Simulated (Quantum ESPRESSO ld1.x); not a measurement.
Q: The mean radii <r> (bohr) of the occupied orbitals of an atom or ion are listed with their occupations. Method: non-relativistic Kohn-Sham, LDA (Slater exchange, VWN5 correlation), spin-polarised, spherical densities, point nucleus; computed with ld1.x of Quantum ESPRESSO 7.5.

| orbital | occ. | <r> |
|---|---|---|
| 1s up | 1 | 0.05924 |
| 1s down | 1 | 0.05924 |
| 2s up | 1 | 0.2709 |
| 2s down | 1 | 0.2705 |
| 2p up | 3 | 0.2372 |
| 2p down | 3 | 0.2368 |
| 3s up | 1 | 0.8203 |
| 3s down | 1 | 0.8237 |
| 3p up | 3 | 0.8606 |
| 3p down | 3 | 0.8668 |
| 3d up | 5 | 1.105 |
| 3d down | 1 | 1.203 |
| 4s up | 1 | 2.931 |
| 4s down | 1 | 3.110 |

Name the element and its charge. Open shells, if any, are filled with parallel spins first.

A: Z = 26, iron, charge 0: Fe in [Ar] 3d6 4s2. The 1s radius gives Z: for a bare nucleus <r> = 1.5/Z, 0.05769 bohr for Z = 26, and screening makes it slightly larger (0.05924 here). The occupations add up to 26, and the charge is Z minus that.
